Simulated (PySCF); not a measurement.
**Electronic structure of Zr (zirconium, neutral) at the UHF level**

Configuration: [Kr] 4d4, high-spin 5D determinant (an excited configuration). Computed with PySCF 2.14 in dyall-av2z, with the non-relativistic Hamiltonian (point nucleus).

```json
{"Total energy": "-3538.929176 hartree", "One-electron energy": "-4899.8156 hartree", "Hartree (Coulomb) energy": "1471.7196 hartree", "Exchange energy": "-110.8332 hartree", "Kinetic energy": "3538.93301 hartree", "⟨S²⟩": "6.0055", "⟨L²⟩": "6.030", "Sum of ⟨r⟩": "30.75 bohr", "Sum of ⟨r²⟩": "55.94 bohr²", "Traceless quadrupole moment −½Σ⟨3z² − r²⟩ along its main axis": "-2.57 e·bohr²", "Density at the nucleus (Gaussians lack the cusp)": "44300 bohr⁻³", "Spin density at the nucleus": "-2.34 bohr⁻³", "Langevin diamagnetic susceptibility": "-44.3 ×10⁻⁶ cm³/mol"}
```

| shell | electrons | mean orbital energy (hartree) | spread (hartree) | rms radius, mean of both spins (bohr) |
| --- | --- | --- | --- | --- |
| 1s β | 1 | -650.52082 | 0 | 0.0441 |
| 1s α | 1 | -650.51847 | 0 | 0.0441 |
| 2s α | 1 | -91.18839 | 0 | 0.181 |
| 2s β | 1 | -91.17410 | 0 | 0.181 |
| 2p α | 3 | -83.29043 | 0.00002 | 0.159 |
| 2p β | 3 | -83.27730 | 0.00377 | 0.159 |
| 3s α | 1 | -15.85897 | 0 | 0.499 |
| 3s β | 1 | -15.85455 | 0 | 0.499 |
| 3p α | 3 | -12.82675 | 0.00617 | 0.501 |
| 3p β | 3 | -12.82020 | 0.00886 | 0.501 |
| 3d α | 5 | -7.33311 | 0.01890 | 0.494 |
| 3d β | 5 | -7.31109 | 0.01029 | 0.494 |
| 4s α | 1 | -2.28032 | 0 | 1.34 |
| 4s β | 1 | -2.17176 | 0 | 1.34 |
| 4p α | 3 | -1.39622 | 0.01786 | 1.51 |
| 4p β | 3 | -1.23640 | 0.03251 | 1.51 |
| 4d α | 4 | -0.17813 | 0.03626 | 2.92 |

A non-relativistic calculation at this Z misses sizeable relativistic shifts.

Spin-orbit constants ζ (cm⁻¹) from the X2C one-electron operator on these orbitals (non-relativistic here): bare nucleus, nucleus screened by l(l+1)(2l+1)/3 electrons, and screened by the Breit-Pauli mean field of the electrons.

```csv
shell,bare,screened nucleus,mean field
2p,426600,405300,394900
3p,67550,64170,62170
3d,10320,7740,7350
4p,7500,7125,6871
4d,416.4,312.3,280.8
```

To first order the Landé constant is A = 70.20 cm⁻¹, so the lowest level has J = 0 and lies 0.0522 eV below the centre of the term. This holds in LS coupling only.
